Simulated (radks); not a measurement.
As XII, configuration [Ne] 3p6 3d4 4p2 (not the ground configuration). Calculated with a radial shooting solver on a logarithmic mesh with Libxc functionals: scalar-relativistic Kohn-Sham, BLYP, spin-polarised, spherical densities, finite nucleus; open shells are filled with parallel spins first; Fermi nuclear charge, rms radius 4.0968 fm.

Unscreened Slater integrals over Kohn-Sham orbitals (eV). They are taken over the spin-up orbitals. Empty in this configuration: 3s.

\begin{tabular}{lr}
integral & value \\ \hline
F0(4p,4p) & 19.895 \\
F2(4p,4p) & 10.514 \\
F0(4p,3d) & 25.186 \\
F2(4p,3d) & 7.0880 \\
G1(4p,3d) & 2.3418 \\
G3(4p,3d) & 2.3382 \\
F0(4p,3p) & 24.970 \\
F2(4p,3p) & 7.3672 \\
G0(4p,3p) & 1.9686 \\
G2(4p,3p) & 2.3937 \\
F0(4p,2p) & 28.461 \\
F2(4p,2p) & 3.3940 \\
G0(4p,2p) & 1.2197 \\
G2(4p,2p) & 1.3884 \\
F0(4p,3s) & 24.929 \\
G1(4p,3s) & 2.1326 \\
F0(3d,3d) & 47.701 \\
F2(3d,3d) & 23.979 \\
F4(3d,3d) & 15.349 \\
F0(3d,3p) & 45.823 \\
F2(3d,3p) & 22.370 \\
G1(3d,3p) & 25.777 \\
G3(3d,3p) & 16.599 \\
F0(3d,2p) & 62.135 \\
F2(3d,2p) & 15.933 \\
G1(3d,2p) & 13.548 \\
G3(3d,2p) & 7.7537 \\
F0(3d,3s) & 45.718 \\
G2(3d,3s) & 19.714 \\
F0(3p,3p) & 44.760 \\
F2(3p,3p) & 22.638 \\
F0(3p,2p) & 59.916 \\
F2(3p,2p) & 13.609 \\
G0(3p,2p) & 5.4022 \\
G2(3p,2p) & 5.7883 \\
F0(3p,3s) & 44.632 \\
G1(3p,3s) & 29.456 \\
F0(2p,2p) & 140.41 \\
F2(2p,2p) & 66.391 \\
F0(2p,3s) & 58.824 \\
G1(2p,3s) & 5.4549 \\
F0(3s,3s) & 44.575 \\
\end{tabular}

Derived for the open shells (J is the average intra-shell exchange parameter used in DFT+U). 3d: Racah B = F2/49 - 5 F4/441 = 0.3153 eV, C = 35 F4/441 = 1.218 eV, C/B = 3.86, F4/F2 = 0.640, J = (F2 + F4)/14 = 2.809 eV. 4p: J = F2/5 = 2.103 eV; in LS coupling 1D lies 6 F2/25 = 2.523 eV above 3P.
